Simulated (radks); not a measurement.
Results of a calculation; reference values are marked as such.
Fractional charge and spin in the 5p shell of rhenium: the spin-up occupation runs from 2 to 3 and the spin-down occupation from 2 to 3; the fullest corner is Re2+, [Kr] 4d10 4f14 5s2 5d(up 2.5, down 2.5) 5p(up 3, down 3). Level of theory: scalar-relativistic Kohn-Sham, r2SCAN, spin-polarised, spherical densities, finite nucleus; meta-GGA in the generalised Kohn-Sham scheme; Fermi nuclear charge, rms radius of each element as measured or else 0.836 A^(1/3) + 0.57 fm (a radial shooting solver on a logarithmic mesh with Libxc functionals). Energy (eV) minus the two flat planes that join the four corners (they meet along the diagonal where the two added fractions sum to one electron); zero is where a piecewise linear energy would lie.

down \ up,2,2.5,3
2,0.000,-1.909,0.000
2.5,-1.909,0.359,-1.763
3,0.000,-1.763,0.000

Corners above the fullest one (they belong to Re3+ and the next ion): (up 3, down 2) 71.851 eV, (up 2, down 3) 71.851 eV, (up 2, down 2) 159.85 eV. With half an added electron in each spin the energy lies 0.359 eV from the planes, and with half an added electron in spin up alone -1.909 eV. The planes are only a guide here: the flat-plane condition holds for ground states with one frontier orbital, while this shell lies below other occupied shells, so the corners above the fullest one are inner-hole states and not the ground states of those ions.
